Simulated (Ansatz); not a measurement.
Species: C2H6ClIn (charge 0, singlet). SMILES: [In]([Cl])([CH3])[CH3]
Geometry: optimised at B3LYP-D3(BJ)/def2-TZVP (Ansatz, a program for electronic structure).

Property: vertical ionisation energy (to the doublet state of charge +1; each state is the SCF solution reached for its spin; the UHF <S^2> is 0.89 for the doublet (pure: 0.75)), in eV. Valence correlation only, unless marked. UHF or UKS for open shells. Spin-orbit coupling is left out. The frozen core is the preceding noble-gas configuration, with the filled d and f shells of earlier blocks. In def2 rows, elements after Kr have scalar-relativistic effective core potentials. CBS marks a two-point X^-3 extrapolation of the correlation energy; Hartree-Fock from the larger set. The bracket is a focal-point correction in the basis named.

```
level                                                          program  vertical ionisation energy (eV)
-------------------------------------------------------------  -------  -------------------------------
SVWN5/def2-TZVPD                                                Ansatz                             9.34
PBE/def2-TZVPD                                                  Ansatz                             9.12
r2SCAN/def2-TZVPD                                               Ansatz                             9.24
PBE0/def2-TZVPD                                                 Ansatz                             9.44
CCSD/def2-TZVPPD                                                Ansatz                       (withheld)
RI-MP2/CBS(def2-TZVPPD,def2-QZVPPD)+[CCSD(T)-MP2]/def2-TZVPPD   Ansatz                             9.89
```

Task: Some entries are withheld; supply them.

Result: 
- CCSD/def2-TZVPPD, vertical ionisation energy (eV): 9.80
